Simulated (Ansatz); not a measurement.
`F[SiH2][AlH2]` + `O[SiH3]` → `[AlH2][SiH2]O[SiH3]` + H–F  (ligand exchange at the Si–F bond)

Gas-phase electronic energies from Ansatz, PBE0-D4/def2-TZVP geometries. CCSD(T)/CBS is the MP2 limit (def2-TZVPP, def2-QZVPP) plus CCSD(T) − MP2 in def2-TZVPP, frozen cores. This one scheme is used for every species. DFT in def2-TZVPP. Each species was taken in one conformer, which may not be the lowest.

Task: Is it downhill or uphill in electronic energy at CCSD(T)/CBS, and by how much? (Best estimate.)

Result: The calculation gave: Uphill: ΔE = +5.0 kcal/mol.

Task: What do these levels give: PBE-D4, r2SCAN-D4, PBE0-D4, PBE0, HF/def2-TZVPP, MP2/def2-QZVPP? (Estimate.)

Result: The calculation gave: PBE-D4 6.2, r2SCAN-D4 6.7, PBE0-D4 5.4, PBE0 6.7, HF/def2-TZVPP 7.0, MP2/def2-QZVPP 4.6 kcal/mol.

Largest T1 diagnostic among the species: 0.012.

In def2-TZVPP, CCSD(T) changes the Hartree–Fock value by −2.0 kcal/mol (the triples alone add −0.3 kcal/mol) and MP2 by −2.4 kcal/mol. From PBE to PBE0 (25 % exact exchange), in def2-TZVPP and without D4, ΔE moves by −1.0 kcal/mol. The D4 term adds −2.3 kcal/mol with B3LYP and −1.3 kcal/mol with PBE0; it sums over pairs of atoms, weighted by their polarisabilities, and B3LYP, whose exchange is more repulsive, gets the larger term.

B3LYP here is the variant with VWN-RPA as its local correlation; programs differ in this.
